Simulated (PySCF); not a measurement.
# CoCl2: BP86 against PBE0

Base calculation in PySCF with density fitting and no spin–orbit coupling, BP86/def2-TZVP (no relativity): quartet, D∞h, Co–Cl 2.078 Å (×2); wavenumbers 71 (×2), 351, 499 cm⁻¹; polar-tensor charge of Co 0.86 e, atomisation energy (no zero-point energy) 833 kJ/mol.

What changes on going to PBE0/def2-TZVP (no relativity)?

The point group stays the same. Changes: mean bond to Co +0.011 Å, highest wavenumber +10 cm⁻¹, lowest wavenumber +5 cm⁻¹, polar-tensor charge of Co +0.27 e, atomisation energy (no zero-point energy) -59 kJ/mol. The new structure has Co–Cl 2.089 Å (×2), with wavenumbers 76 (×2), 353, 509 cm⁻¹.

Open d or f shells are single determinants, so the state found may not be the ground state. Only the bonding shown was studied: isomers, or loss of a ligand pair, can lie lower.
